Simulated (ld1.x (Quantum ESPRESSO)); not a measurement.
# Building the TM potential for Tl (Z = 81) (PBE, fully relativistic).

- Element: thallium
- Generator: ld1.x (Quantum ESPRESSO) 7.5
- Type: norm-conserving Troullier–Martins (Kleinman–Bylander form)
- Functional: PBE
- Relativity: fully relativistic
- Frozen core: [Xe] 4f14 5d10
- Valence charge: 3
- Reference configuration: 6s1.5 6p1.5
- Partial waves: 6p (bound): rc 2.86 bohr; 6s (bound): rc 2.46 bohr
- Local potential: the s channel
- Core correction: none

Open shells are filled in proportion to 2j + 1 (rel_dist='average').

Poles of the logarithmic derivatives, all-electron (AE) and pseudo (PS). s: poles at -0.1 (AE) and -0.1, 4.3 (PS) Ry. p1/2: poles at 0.8 (AE) and 0.8 (PS) Ry. p3/2: poles at 1.3 (AE) and 1.2 (PS) Ry. Test radius 3.12 bohr.

- Cutoffs needed: 15 Ry and 25 Ry (the cutoffs (Ry, on a coarse ladder) from which the occupation-weighted sum of valence levels, in a spherical-Bessel basis at the reference potential, stays within 10 and 1 mRy of its value at 400 Ry)
- Ghost test: no extra level below or beside the all-electron valence levels (p1/2, p3/2, s, d, f tested) (spherical-Bessel basis up to 400 Ry, 20 bohr box)
- Largest excitation error: +152 meV (all-electron minus pseudo) for 6s1 6p0, out of 7 test configurations
